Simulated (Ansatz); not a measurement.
Born–Oppenheimer molecular dynamics of FH$_{5}$Sn (7 atoms, charge 0, multiplicity 1). It starts at the highest image of a converged band. Of that band: A vibrational analysis at the climbing image gives 2 clearly imaginary modes (962i, 88i cm⁻¹): a point of higher order. A lower path may pass nearby, or the ends, which weren't checked, may share the extra mode.

All numbers below come from RKS PBE-D4/def2-TZVP in Ansatz 0.2.0.

```yaml
ensemble: NVE (velocity Verlet)
time_step: 0.5 fs
steps_asked: 200
starting_velocities_drawn_for: 300 K
seed: 10094
```

First frame:

```xyz
7
Properties=species:S:1:pos:R:3
Sn -0.184 0.000 -0.148
H -0.056 0.000 1.897
H 1.542 0.000 0.000
H -0.694 1.470 -0.854
H -0.694 -1.470 -0.854
F -2.047 0.000 1.096
H -1.008 0.000 1.792
```

Task: How far do the bonds stretch over the last three quarters of this one trajectory? (Pairs bonded in most of those frames.)

Result: 
```tsv
bond	mean (Å)	spread (Å)	shortest	longest
Sn1–H2	1.731	0.025	1.69	1.78
Sn1–H3	1.730	0.030	1.68	1.79
Sn1–H4	1.718	0.024	1.68	1.76
Sn1–H5	1.727	0.071	1.62	1.83
F6–H7	0.937	0.019	0.91	0.97
```

Mean temperature of the second half: 1528 K. The conserved energy stayed within 0.14 meV per atom of its start (net change -0.028 meV per atom), so the integration is sound. The kinetic energy rose, since the run started high on the potential surface and went downhill. It ends in pieces (FH + H4Sn), so much of that is their flight and rotation, not heat. A run of 0.1 ps of so small a system gives no equilibrium averages. The orbitals stay closed-shell, which can raise the energy where a bond breaks towards radicals; this wasn't checked here.

The run took 59 s on 4 threads of AMD EPYC 9R45 96-Core Processor (Zen 5) (shared host), peak memory 0.19 GiB.
